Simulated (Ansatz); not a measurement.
(1) Predict a relaxed structure of AlCl2Br (AlBrCl₂), charge 0, singlet, at B3LYP-D4/def2-SVP (Ansatz).

Results:

(1) 
```xyz
4

Al    0.0076   -0.0313    0.0076
Cl   -1.3268   -1.5763   -0.4261
Cl    1.8279   -0.4754    0.9270
Br   -0.5087    2.0830   -0.5086
```
Point group C2v (tolerance 0.1 Å). This is one stationary point.
